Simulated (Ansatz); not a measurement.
`[NH2][GeH2][CH]=O` + `C=C(O)[SiH3]` → `C=C(O)[SiH2]C=O` + `[NH2][GeH3]`  (formal exchange of groups at a C–Ge bond)

Computed with Ansatz on PBE0-D4/def2-TZVP structures; ΔE is electronic, products minus reactants. CCSD(T)/CBS is the MP2 limit (def2-TZVPP, def2-QZVPP) plus CCSD(T) − MP2 in def2-TZVPP, frozen cores. For Ge outer-core shells are correlated without core-valence functions, which leaves a few kJ/mol of doubt a bond. Scalar relativity is left out up to krypton. One conformer a species, not always the lowest.

`[NH2][GeH2][CH]=O`:

Cartesian coordinates in Å:
```
N 1.414 0.655 -0.212
Ge -0.415 0.482 -0.119
C -0.776 -1.451 0.278
O -1.810 -1.841 0.746
H 1.878 0.799 0.674
H 1.733 1.361 -0.860
H -1.100 1.333 0.970
H -0.966 0.832 -1.511
H 0.042 -2.171 0.036
```

`C=C(O)[SiH3]`:

Z-matrix (Å, degrees):
```
Si
C 1 1.875
H 1 1.489 2 109.7
H 1 1.489 2 109.7 3 -117.4
H 1 1.482 2 109.4 3 121.3
O 2 1.368 1 119.8 3 58.7
C 2 1.332 1 121.2 3 -121.3
H 6 0.960 2 110.6 1 -0.0
H 7 1.085 2 121.4 1 180.0
H 7 1.081 2 120.3 1 -0.0
```

`C=C(O)[SiH2]C=O`:

Z-matrix (Å, degrees):
```
Si
C 1 1.928
C 1 1.875 2 108.8
H 1 1.487 2 107.1 3 118.6
H 1 1.480 2 109.6 3 -120.2
O 2 1.205 1 122.5 3 137.6
H 2 1.117 1 118.0 3 -42.7
O 3 1.362 1 112.6 2 61.3
C 3 1.332 1 122.9 2 -117.3
H 8 0.965 3 109.7 1 -178.4
H 9 1.081 3 120.4 1 -1.1
H 9 1.088 3 122.2 1 179.0
```

`[NH2][GeH3]`:

Cartesian coordinates in Å:
```
N 0.571 0.040 1.011
Ge -0.409 -0.174 -0.535
H 1.571 0.020 0.864
H 0.346 0.884 1.519
H -1.890 -0.170 -0.127
H -0.182 0.929 -1.597
H -0.006 -1.529 -1.136
```

```
            species  CCSD/CBS(def2) energy (Eh)
`[NH2][GeH2][CH]=O`                 -2246.98735
     `C=C(O)[SiH3]`                  -443.89894
  `C=C(O)[SiH2]C=O`                  -557.08755
      `[NH2][GeH3]`                 -2133.80151
```

Work out ΔE.

ΔE = (-557.08755) + (-2133.80151) − (-2246.98735) − (-443.89894) = -0.00277 Eh = -0.08 eV. CCSD(T)/CBS gives -0.07 eV.

Largest T1 diagnostic among the species: 0.015.

In def2-TZVPP, CCSD(T) changes the Hartree–Fock value by +0.04 eV (the triples alone add +0.00 eV) and MP2 by +0.04 eV.
